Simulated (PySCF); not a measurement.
**How methods differ on the excitation energy of Ar⁺**

Ar⁺ [Ne] 3s2 3p5 (2P) → Ar⁺ [Ne] 3s1 3p6 (2S), as a difference of total energies. Computed with PySCF 2.14 in aug-cc-pwCVDZ (6s5p3d, 36 functions), with the non-relativistic Hamiltonian (point nucleus). Correlated levels: valence and next inner shell: 1s2 frozen. The calculations carry no spin-orbit coupling.

| method | excitation energy (eV) |
| --- | --- |
| UHF | 18.466 |
| MP2 (valence and next inner shell) | 15.488 |
| SCS-MP2 (valence and next inner shell) | 15.197 |
| CCSD (valence and next inner shell) | 13.936 |
| CCSD(T) (valence and next inner shell) | 13.444 |

Errors of the correlated levels include the incompleteness of this basis and the frozen core.

The coupled-cluster amplitudes are large for the upper state (T1 above 0.03 or a double amplitude above 0.15), so a single reference is strained.

Question: Which method comes closest to the reference value, and which is furthest?

Answer: The reference is 13.421 eV (measured; NIST levels, between the centres of gravity of the two terms). Closest: CCSD(T) (valence and next inner shell) (error 0.023 eV); furthest: UHF (error 5.045 eV).
